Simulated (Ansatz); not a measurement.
Coupled-cluster diagnostics for the cluster Si5O4, Ansatz.

Geometry of the singlet (PBE-D4/def2-SVP):

```xyz
9

Si   -0.294    1.823   -1.302
Si    0.383   -1.472    1.547
Si   -2.237   -0.870   -0.741
Si    1.915    1.462    1.040
Si   -0.099   -1.751   -1.008
O     1.128    1.936   -0.412
O     1.010    0.120    1.482
O    -0.638    0.130   -1.253
O    -1.168   -1.379    0.647
```

Correlated methods freeze 29 core orbitals. Another isomer (singlet) lies 0.72 eV lower at PBE0-D4/def2-TZVP; other spin states weren't run for this one.

Question: Estimate the CCSD(T) correlation energy, the shares of MP2 and (T), T1 and the reference's ⟨S²⟩ for: charge 0, singlet, own geometry in def2-SVP; and the rough time on 4 threads of Arm Neoverse V1 on a shared host.

Answer: 
```
                          state     basis  correlation (eV)  MP2 share (%)  (T) share (%)     T1  ⟨S²⟩ (pure)  wall time                                    remarks
charge 0, singlet, own geometry  def2-SVP           -33.168           92.6            3.7  0.022  0.00 (0.00)       30 s  large T1 (0.022), restricted SCF unstable
```
Customary marks for T1 are 0.02 (closed shells), 0.045 (open shells) and about 0.05 (3d metals). T1 exceeds 0.02 in 1 of 1 rows and 0.045 in 0; the higher it lies, the less the single-reference result can be trusted.
